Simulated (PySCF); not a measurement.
Delta-SCF ions had no search for a lower state. Excitations are Tamm–Dancoff values on a coarser integration grid. The basis has no diffuse functions, so Rydberg states are missing or too high.

**C₉H₇F₃, SMILES `C=Cc1ccccc1C(F)(F)F` (C–C–C–C torsion 27°) (charge 0, multiplicity 1)**

These are PBE0-D3(BJ)/def2-TZVP // PBE0-D3(BJ)/def2-SVP in PySCF values and carry that method's errors.

```
Quantity                                                                      Value
-------------------------------------------  --------------------------------------
HOMO                                                                       -7.03 eV
dipole moment                                                                2.56 D
HOMO–LUMO gap                                                               5.56 eV
LUMO                                                                       -1.47 eV
S1 excitation (TDA)                                                         4.95 eV
S1 oscillator strength                                                        0.021
brightest of the four lowest singlets (TDA)                                 5.31 eV
T1 excitation (TDA)                                                         3.24 eV
S1–T1 gap (TDA)                                                             1.70 eV
vertical ionisation energy (Delta-SCF)                                      8.71 eV
total energy                                                           -17585.88 eV
cost                                         about 20 core-minutes (a rough figure)
```

```xyz
19

C      2.8196    -0.4988     0.6059
C      1.6507    -0.8367     0.0504
C      0.4773     0.0474    -0.0524
C      0.6376     1.4403    -0.0957
C     -0.4530     2.2981    -0.1798
C     -1.7450     1.7808    -0.2335
C     -1.9310     0.4021    -0.2037
C     -0.8385    -0.4599    -0.1172
C     -1.0918    -1.9452    -0.0747
F     -0.5663    -2.5104     1.0172
F     -0.5546    -2.5723    -1.1332
F     -2.3957    -2.2314    -0.0773
H      2.9872     0.4782     1.0683
H      3.6501    -1.2077     0.6328
H      1.5407    -1.8455    -0.3547
H      1.6483     1.8531    -0.0867
H     -0.2909     3.3779    -0.2159
H     -2.6076     2.4466    -0.3052
H     -2.9371    -0.0166    -0.2447
```
